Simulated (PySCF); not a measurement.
An unknown is described by computed data only.

Formula: C5H10O2S.

| Quantity | Value |
| --- | --- |
| UV, first state | lowest singlet excitation: 7.63 eV (162 nm, f = 0.018) [TDDFT CAM-B3LYP/def2-SVPD] |
| 13C NMR | chemical shifts (computed TMS as zero) by class: 56.9 (2 C), 26.1 (1 C), 25.4 (2 C) ppm [GIAO PBE0/pcSseg-1] |
| Polarisability | 82.0 au [CAM-B3LYP/def2-SVPD] |
| Rotational structure | rotational constants A, B, C: 2.904, 1.583, 1.366 GHz [PBE0-D3(BJ)/def2-SVP] |
| Valence photoelectron | vertical ionisation energy: 10.20 eV [ΔSCF CAM-B3LYP/def2-SVPD] |
| NMR, other nuclei | isotropic shieldings of nuclei other than C and H, by class: 127 (2 O), 203 (1 S) ppm [GIAO PBE0/pcSseg-1] |
| Dipole | 5.44 D [CAM-B3LYP/def2-SVPD] |
| XPS | S2p3/2 173.4, C1s 291.2, C1s 291.3 (×2), C1s 291.4 (×2), O1s 537.3 (×2), S1s 2482.3 eV [ΔSCF SCAN, pcX-2 on the ionised atom, pcseg-1 elsewhere, spin-free X2C, 2p3/2 from a spin–orbit splitting computed afterwards within the 2p shell] |
| Triplet | lowest triplet excitation (Tamm–Dancoff): 7.45 eV [TDA CAM-B3LYP/def2-SVPD] |

The electronic properties come from PySCF, for the isolated species, density fitting. Levels stand in brackets. The structure is a single PBE0-D3(BJ)/def2-SVP conformer in the gas phase; no vibrational or solvent corrections. NMR classes are plain means over equivalent atoms (diastereotopic ones count apart unless rotation or inversion swaps them), as if these changed places fast.

Task: What is the compound? Reason from the data.

Result: Numbering: `[O:1]=[S:2]1(=[O:3])[CH2:4][CH2:5][CH2:6][CH2:7][CH2:8]1`. 5 carbons fall into 3 classes; from least to most shielded: ring sp3 carbon bound to sulfur [C4/C8] (56.9 ppm, 2 C), ring CH2 carbon [C6] (26.1 ppm), ring CH2 carbon [C5/C7] (25.4 ppm, 2 C). The other shieldings belong to: 127 ppm, sulfonyl oxygen [O1/O3]; 203 ppm, sulfonyl sulfur [S2]. The core levels belong to: S2p3/2 173.4 eV, sulfonyl sulfur [S2]; C1s 291.2 eV, ring CH2 carbon [C6]; C1s 291.3 eV, ring CH2 carbon [C5/C7]; C1s 291.4 eV, sp3 carbon bound to sulfur [C4/C8]; O1s 537.3 eV, sulfonyl oxygen [O1/O3]; S1s 2482.3 eV, sulfonyl sulfur [S2]. One atom of each topological class was ionised and stands for its class. The first electron is taken from the HOMO, whose largest Löwdin shares are 0.24 on each of 2 atoms of one kind (sulfonyl oxygen) and 0.13 on the sulfonyl sulfur. The optimised geometry has point group Cs and is an asymmetric top. Structure: pentamethylene sulfone, `O=S1(=O)CCCCC1`. Computed isomers that give other values at the same levels: `CS(=O)(=O)C1CCC1` (13C chemical shifts (computed TMS as zero) by class: 60.6 (1 C), 40.3 (1 C), 23.6 (2 C), 21.1 (1 C) ppm). The assignments are read from this structure; whether some other isomer fits the data as well wasn't checked.
